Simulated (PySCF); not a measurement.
C₄H₅Cl, SMILES C=CC(=C)Cl. Geometry: PBE-D3(BJ)/def2-SVP. Other conformers were not sampled.

Computed equilibrium geometry at PBE-D3(BJ)/def2-SVP (PySCF confirms it by a frequency run) as Cartesian coordinates in Å, and its point group (one conformer of several):
point group Cs.
```xyz
10

C     -0.4147    -2.0884     0.0000
C      0.6225    -1.2256     0.0000
C      0.5376     0.2344     0.0000
C      1.6136     1.0540     0.0000
Cl    -1.0732     0.9351     0.0000
H     -1.4532    -1.7235     0.0000
H     -0.2463    -3.1752     0.0000
H      1.6569    -1.6103     0.0000
H      2.6242     0.6187     0.0000
H      1.5090     2.1471     0.0000
```
